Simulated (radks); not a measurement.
Dispersion coefficients C6 (hartree bohr^6) between ground-configuration atoms and ions, from the Casimir-Polder integral (3/pi) of alpha_A(iw) alpha_B(iw). Method: non-relativistic Kohn-Sham, PBE, spin-polarised, spherical densities, point nucleus; open shells are filled with parallel spins first; computed with a radial shooting solver on a logarithmic mesh with Libxc functionals. Response by self-consistent Sternheimer equations with the Hartree and adiabatic LDA kernel.

| C6 | Li | Be+ | B2+ | C3+ | N4+ | O5+ | F6+ | Ne7+ |
|---|---|---|---|---|---|---|---|---|
| Li | 1077 |  |  |  |  |  |  |  |
| Be+ | 221.9 | 53.56 |  |  |  |  |  |  |
| B2+ | 80.17 | 20.93 | 8.554 |  |  |  |  |  |
| C3+ | 37.65 | 10.30 | 4.336 | 2.241 |  |  |  |  |
| N4+ | 20.62 | 5.826 | 2.504 | 1.313 | 0.7780 |  |  |  |
| O5+ | 12.51 | 3.617 | 1.580 | 0.8379 | 0.5005 | 0.3242 |  |  |
| F6+ | 8.152 | 2.401 | 1.062 | 0.5684 | 0.3419 | 0.2227 | 0.1536 |  |
| Ne7+ | 5.608 | 1.676 | 0.7491 | 0.4040 | 0.2444 | 0.1599 | 0.1108 | 0.08012 |

Static polarisabilities (bohr^3): Li ([He] 2s1) 137.7, Be+ ([He] 2s1) 20.49, B2+ ([He] 2s1) 6.582, C3+ ([He] 2s1) 2.905, N4+ ([He] 2s1) 1.531, O5+ ([He] 2s1) 0.9037, F6+ ([He] 2s1) 0.5774, Ne7+ ([He] 2s1) 0.3910. The combination rule 2 Ca Cb / ((alpha_b/alpha_a) Ca + (alpha_a/alpha_b) Cb) gives 0.1107 for F6+-Ne7+, against 0.1108 from the integral.
